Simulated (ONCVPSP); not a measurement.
# Which change was made? (Bi, ONCV)

```
Element                 : bismuth (Bi)
Generator               : ONCVPSP 4.0.1
Type                    : optimised norm-conserving Vanderbilt (ONCV)
Functional              : PW91
Relativity              : fully relativistic
Frozen core             : [Kr] 4d10 4f14
Valence charge          : 23
Reference configuration : 5s2 5p6 5d10 6s2 6p2 (charge +1)
Partial waves           : 5s+6s: rc 1.50 bohr, ncon 5, nbas 10, qcut 8.5 1/bohr, 2 projectors; 5p+6p: rc 1.80 bohr, ncon 4, nbas 7, qcut 6.9 1/bohr, 2 projectors; 5d: rc 1.20 bohr, ncon 4, nbas 7, qcut 8.1 1/bohr, 2 projectors, debl 1.3 Ha
Local potential         : polynomial inside 1.10 bohr (lpopt 3, dvloc0 -1 Ha)
Core correction         : Teter function fitted to the true core (icmod 2), fcfact 0.15
```

Open shells are filled in proportion to 2j + 1.

Cutoffs, loose and tight: the cutoffs (Ha) at which the residual kinetic energy of the hardest occupied pseudo-wave falls to 1 and 0.1 mHa per electron. They do not see the model core or the augmentation charge, which bear on the density cutoff. Test errors are all-electron minus pseudo excitation energies from the reference, over the configurations 5s2 5p6 5d10 6s2 6p3; 5s2 5p6 5d10 6s2 6p1; 5s2 5p6 5d10 6s2 6p0; 5s2 5p6 5d9 6s2 6p4; variants that change the core or the reference have their own tests.

The base gives: outcome: generated; cutoff, loose: 29 Ha; cutoff, tight: 83 Ha; bound ghosts: none; GHOST(+) flags above zero: s; largest test error (meV): -1.4.

(1) After one change the result is: outcome: generated; cutoff, loose: 29 Ha; cutoff, tight: 83 Ha; bound ghosts: none; GHOST(+) flags above zero: s; largest test error (meV): +32. Which change was it?
A. p: rc 1.24
B. p: rc 2.36
C. p: rc 2.12
D. p: rc 2.58

Results:

(1) D. The others give: p: rc 2.36 → outcome: generated; cutoff, loose: 29 Ha; cutoff, tight: 83 Ha; bound ghosts: none; GHOST(+) flags above zero: s, p3/2; largest test error (meV): +19 | p: rc 2.12 → outcome: generated; cutoff, loose: 29 Ha; cutoff, tight: 83 Ha; bound ghosts: none; GHOST(+) flags above zero: s; largest test error (meV): +6.6 | p: rc 1.24 → outcome: generated; cutoff, loose: 82 Ha; cutoff, tight: 100 Ha; bound ghosts: none; GHOST(+) flags above zero: s; largest test error (meV): -4.1.
